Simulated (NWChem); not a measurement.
Molecule: BH$_{2}$SF; SMILES SBF

```xyz
5

B     -0.5213    -0.5939     0.0000
F      0.3068    -1.6389     0.0000
H     -1.7212    -0.7865     0.0000
S      0.2045     1.0605     0.0000
H     -0.9954     1.7027     0.0000
```
Atoms are numbered in this order, from 1.

All runs use the structure optimised with PBE-D3(BJ)/def2-SVP.

 Unshifted, non-relativistic core excitations; the lowest 4 roots alone, so stronger bands may lie above.

Task: List the first F K-edge excitations from B3LYP/def2-TZVP, restricted-window TDA (NWChem).

Result: 
```csv
state,energy (eV),dipole oscillator strength,leading excitation (squared amplitude)
S1,669.3,0.0129,1s of atom 2 or its equivalents → LUMO (0.99)
S2,670.9,0.0010,1s of atom 2 or its equivalents → LUMO+1 (0.98)
S3,672.2,0.0014,1s of atom 2 or its equivalents → LUMO+2 (0.88)
S4,672.7,0.0020,1s of atom 2 or its equivalents → LUMO+3 (0.89)
```
